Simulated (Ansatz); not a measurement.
`[NH2][SnH]([OH])[F]` + `[SiH3][SiH2]CCl` → `[NH2][SnH2][F]` + `O[SiH]([SiH3])CCl`  (redistribution)

Isolated molecules relaxed with PBE0-D4/def2-TZVP in Ansatz; ΔE leaves out vibrations. CBS: MP2 limit from def2 TZ/QZ plus the TZ coupled-cluster correction, frozen cores. Elements past krypton have def2 core potentials. For Sn outer-core shells are correlated without core-valence functions, which leaves a few kJ/mol of doubt a bond. Each species was taken in one conformer, which may not be the lowest.

```json
{"level": "MP2/def2-QZVPP", "ΔE (kcal/mol)": "-14.2"}
{"level": "CCSD/CBS(def2)", "ΔE (kcal/mol)": "-14.4"}
```

(1) What does CCSD(T)/CBS give? (An estimate is asked.)

Largest T1 diagnostic among the species: 0.014.

## Answers

(1) The calculation gave: -13.9 kcal/mol. The listed levels differ from it by -0.3, -0.5 kcal/mol.

In def2-TZVPP, CCSD(T) changes the Hartree–Fock value by +1.8 kcal/mol (the triples alone add +0.5 kcal/mol) and MP2 by +1.8 kcal/mol. From PBE to PBE0 (25 % exact exchange), in def2-TZVPP and without D4, ΔE moves by −1.4 kcal/mol.
